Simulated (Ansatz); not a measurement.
The cluster Na₅H₄⁺, relaxed as a singlet with RKS r2SCAN-D4/def2-SVP in Ansatz, starting from the GFN2-xTB geometry. Force threshold 0.02 eV/Å.

Another isomer (singlet) lies 0.80 eV lower at PBE0-D4/def2-TZVP; other spin states weren't run for this one.

Start:

```xyz
9

Na    1.399    1.444   -6.458
Na   -0.795   -0.370    3.268
Na    0.550    0.565   -3.275
Na   -0.023   -0.157   -0.023
Na   -1.055   -1.443    6.505
H    -0.938   -0.930    4.952
H    -0.397   -0.303    1.638
H     0.985    0.981   -4.942
H     0.272    0.211   -1.664
```

```json
{"step": "1", "energy (eV)": "-22128.0101", "largest force component (eV/Å)": "2.139", "SCF passes": "21"}
{"step": "2", "energy (eV)": "-22128.6630", "largest force component (eV/Å)": "1.130", "SCF passes": "21"}
{"step": "3", "energy (eV)": "-22129.1193", "largest force component (eV/Å)": "0.567", "SCF passes": "22"}
{"step": "4", "energy (eV)": "-22129.4610", "largest force component (eV/Å)": "0.314", "SCF passes": "21"}
{"step": "5", "energy (eV)": "-22129.6690", "largest force component (eV/Å)": "0.174", "SCF passes": "22"}
{"step": "6", "energy (eV)": "-22129.7636", "largest force component (eV/Å)": "0.117", "SCF passes": "24"}
{"step": "7", "energy (eV)": "-22129.8142", "largest force component (eV/Å)": "0.060", "SCF passes": "22"}
{"step": "8", "energy (eV)": "-22129.8380", "largest force component (eV/Å)": "0.056", "SCF passes": "22"}
{"step": "9", "energy (eV)": "-22129.8417", "largest force component (eV/Å)": "0.045", "SCF passes": "22"}
{"step": "10 (rejected)", "energy (eV)": "-22129.8413", "largest force component (eV/Å)": "0.046", "SCF passes": "22"}
{"step": "11", "energy (eV)": "-22129.8454", "largest force component (eV/Å)": "0.006", "SCF passes": "23"}
{"step": "12", "energy (eV)": "-22129.8462", "largest force component (eV/Å)": "0.010", "SCF passes": "23"}
{"step": "13", "energy (eV)": "-22129.8467", "largest force component (eV/Å)": "0.012", "SCF passes": "23"}
{"step": "14", "energy (eV)": "-22129.8470", "largest force component (eV/Å)": "0.011", "SCF passes": "23"}
```

Force components are those of the run's own axes.

End:

```xyz
9

Na    1.607    1.612   -7.675
Na   -0.777   -0.787    3.864
Na    0.726    0.746   -3.883
Na   -0.106   -0.036   -0.027
Na   -1.377   -1.492    7.743
H    -1.082   -1.159    5.862
H    -0.461   -0.424    1.927
H     1.180    1.181   -5.840
H     0.290    0.360   -1.972
```

By distances, no bond broke or formed, bridged metal pairs apart. The bond that changes most is Na3–H9, from 1.67 to 2.00 Å (atoms count from 1). Metal–metal contacts that move far: Na3–Na4 3.38 to 4.02 Å, Na2–Na4 3.39 to 4.02 Å, Na1–Na3 3.41 to 3.99 Å, Na2–Na5 3.42 to 3.99 Å.

The force fell under the threshold at step 11, but the optimiser went on. No frequencies were taken in this run, so the end may be a saddle point.

Run time 16 s (4 threads of Intel Xeon 6975P-C on a shared host).
